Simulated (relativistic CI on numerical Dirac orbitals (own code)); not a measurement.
## Sensitivity of the levels of Xe IX to α and to the nuclear radius

Method of calculation: Dirac-Coulomb-Breit CI, KLI orbitals optimised for each configuration, derivatives by finite differences, unscaled Slater integrals, QED left out (own radial code, finite nucleus).

Configurations in the expansion (outside the closed core [Kr]): 4d10, 4d9 4f, 4d9 5s, 4d9 5p, 4d9 5d. Double excitations out of closed p, d and f shells are left out; levels of such configurations are missing from the list, as are those of other unlisted configurations, and high levels can miss mixing partners.

With x = (α/α₀)² − 1 an excitation energy changes as ω = ω₀ + qx; K = 2q/ω₀ is the relative enhancement. Terms are leading LS components, so labels can repeat. The field-shift factor is F = δν/δ⟨r²⟩ for the transition from the lowest level.

Lowest level 4d10 1S_0.

```tsv
Level	ω₀ (cm⁻¹)	q (cm⁻¹)	K	F (GHz/fm²)
4d9 5s 3D_3	455847	-53960	-0.237	40.6
4d9 5s 3D_2	459719	-52550	-0.229	40.3
4d9 5s 3D_1	472154	-37880	-0.16	40.9
4d9 5s 1D_2	476287	-38180	-0.16	40.2
4d9 5p 3P°_2	576101	-42460	-0.147	6.14
4d9 5p 3F°_3	580413	-44250	-0.152	6.19
4d9 5p 3F°_2	593907	-28370	-0.0956	6.34
4d9 5p 3P°_1	594653	-22750	-0.0765	5.93
4d9 5p 3F°_4	597149	-22450	-0.0752	5.49
4d9 5p 1D°_2	604531	-24700	-0.0817	5.66
4d9 5p 1P°_1	607068	-24880	-0.082	5.96
4d9 5p 3D°_3	607077	-22210	-0.0732	5.5
4d9 5p 3P°_0	607111	-6338	-0.0209	5.71
```

At this charge configurations can still be misplaced by up to about 7 % of their energy. Levels and lines within the n = 5 or 6 shells can be off by up to 10 % or somewhat more, and those that change n by about 2 %, since core polarisation is missing.
